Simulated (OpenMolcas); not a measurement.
V2+: moving the ligands

V2+ with 6 ligands (bromide) in octahedral coordination (Oh) at 2.7 Å. A charge of +0.667 e stands 2.4 Å behind each ligand. Ligand basis ANO-RCC-VDZP.
```
V     0.0000    0.0000    0.0000
Br    2.7000    0.0000    0.0000
Br    0.0000    2.7000    0.0000
Br   -2.7000    0.0000    0.0000
Br    0.0000   -2.7000    0.0000
Br    0.0000    0.0000    2.7000
Br    0.0000    0.0000   -2.7000
```

```
Program             : OpenMolcas
Method              : CASSCF
Basis               : ANO-RCC-VDZP [5s4p2d1f]
Scalar Hamiltonian  : DKH2, point nucleus
Active space        : 3 electrons in 5 orbitals (3d)
State averaging     : 2S+1 = 4 even, 10 roots; 2S+1 = 2 even, 40 roots
Spin-orbit coupling : RASSI with atomic mean-field integrals over the reference wave functions
```

Runs around this geometry, states (labels of O, the rotations of Oh). Energies in cm-1 above the lowest state or level, χT in cm3 K/mol; 10Dq and B are least-squares fits to the states below 45000 cm-1, weighted by degeneracy, with a free offset, and given where the rms deviation is under 5 % of |10Dq| (or 100 cm-1) and under 700 cm-1.

```
R (Å)  Ground state  First state of that spin  10Dq  B (rms of fit)  First gap with spin-orbit (degeneracies)  χT at 300 K  First state of another spin
 2.57           4A2                  4T2 6460  6469        875 (91)                               6385 (4, 2)        1.860                     2E 15762
  2.7           4A2                  4T2 4690  4725        896 (79)                               4618 (4, 2)        1.847                     2E 15800
 2.82           4A2                  4T2 3498  3540        910 (75)                               3430 (4, 2)        1.829                     2E 15768
```

Taking |10Dq| as R^-n, n = -ln(3540 / 6469) / ln(2.82 / 2.57) = 6.5 between the shortest and longest distance. The point-charge formula for a cubic d site gives n = 5.

Without dynamic correlation the repulsion within the d shell is too large (B by tens of per cent), so at a given field states of lower spin stand too high. Ligand-to-metal charge-transfer states are missing. With no ligand orbital active B as a rule stays too high, so bands that hang on it stand too high and its fall with covalency is understated. With metal d orbitals alone and no dynamic correlation the field as a rule comes out too small, by tens of per cent, by up to half for chloride and softer ligands. No measured value stands beside these numbers; the geometry is a model, was not optimised and need not be the one that this ion takes.
